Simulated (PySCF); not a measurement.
PySCF job for C₂H₆F₂Si, SMILES C[Si@H](F)CF, KT2/pcSseg-1. Coordinates come from a ωB97X-D3(BJ)/def2-SVP optimisation. The structure was generated by enumeration; whether it is a known compound was not checked. One conformer was computed; it need not be the lowest.

```python
import numpy as np
from pyscf import gto, scf, dft
from pyscf.prop.nmr import rks as nmr

mol = gto.M(
    atom='''
    C     1.94910627   -0.55585193   -0.65468930
    Si    0.38394281    0.34862101   -0.20085915
    F     0.55467284    0.96022665    1.30422860
    C    -1.07942367   -0.84520560   -0.18624877
    F    -2.26835448   -0.15246751    0.00036429
    H     2.81953432    0.11623306   -0.59394580
    H     1.89458015   -0.94690235   -1.68392142
    H     2.12709239   -1.40334094    0.02665284
    H     0.09244120    1.48699663   -1.11045733
    H    -1.13478827   -1.40212061   -1.14097295
    H    -0.96901978   -1.59504703    0.61896530
    ''',
    basis='pcSseg-1',
    charge=0,
    spin=0,
    max_memory=1600,
    verbose=3,
)
mf = dft.RKS(mol, xc='kt2')
mf.grids.level = 3
mf.conv_tol = 1e-10
mf.max_cycle = 100
mf.kernel()
n = nmr.NMR(mf)
n.verbose = 2
n.max_cycle_cphf = 60
sigma = n.kernel()
print('atom   isotropic/ppm   span/ppm')
for i, s in enumerate(sigma):
    w = np.linalg.eigvalsh((s + s.T) / 2)
    print(f'{mol.atom_symbol(i):2s}{i + 1:3d} {w.mean():14.3f} {w[2] - w[0]:11.3f}')
```

Program output:

```
converged SCF energy = -575.476017383553
atom   isotropic/ppm   span/ppm
C   1        187.451      19.051
Si  2        337.420     103.455
F   3        368.626      26.734
C   4        103.062     107.824
F   5        458.167      66.993
H   6         30.611      10.814
H   7         31.404      11.028
H   8         30.908      10.098
H   9         25.748       7.001
H  10         26.889       7.964
H  11         26.451       7.744
```

The run converged.

Cost: very roughly 23 core-seconds.
